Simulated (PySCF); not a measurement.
Polarisability and C₆ of Ag⁺ (silver, charge +1)

[Kr] 4d10, closed-shell 1S. All numbers are calculated (PySCF 2.14, scalar relativity through the core potential, in def2-QZVPPD with the def2 core potential (28 electrons)). Coupled (time-dependent) response in atomic units; α is the mean over directions.

```json
{"method": "UHF", "mean α (bohr³)": "8.672", "C₆ (like pair)": "50.37", "S(−4)": "20.93"}
{"method": "PBE", "mean α (bohr³)": "10.74", "C₆ (like pair)": "64.31", "S(−4)": "39.45"}
{"method": "PBE0", "mean α (bohr³)": "10.01", "C₆ (like pair)": "59.42", "S(−4)": "31.77"}
{"method": "BHandHLYP", "mean α (bohr³)": "9.493", "C₆ (like pair)": "55.84", "S(−4)": "27.48"}
{"method": "wB97X-V", "mean α (bohr³)": "10.09", "C₆ (like pair)": "59.98", "S(−4)": "32.80"}
```

S(−4) is the Cauchy moment in α(ω) = α(0) + S(−4) ω² + …

α(iu) at BHandHLYP:

| u (hartree) | α(iu) (bohr³) |
| --- | --- |
| 0 | 9.493 |
| 0.0500 | 9.425 |
| 0.100 | 9.232 |
| 0.200 | 8.581 |
| 0.300 | 7.787 |
| 0.500 | 6.317 |
| 0.750 | 4.946 |
| 1.00 | 3.970 |
| 1.50 | 2.716 |
| 2.00 | 1.966 |
| 3.00 | 1.150 |
| 5.00 | 0.5165 |

A single London oscillator, α(iu) = α/(1 + u²/ω²), gives C₆ = (3/4) ω α². Matching the computed C₆ needs ω = 4 × 55.84 / (3 × 9.493²) = 0.826 hartree.

For an ion, C₆ is the dispersion term alone; charge-induced terms of lower order in 1/R come first.

Energies and moments cover only the electrons outside the core potential.
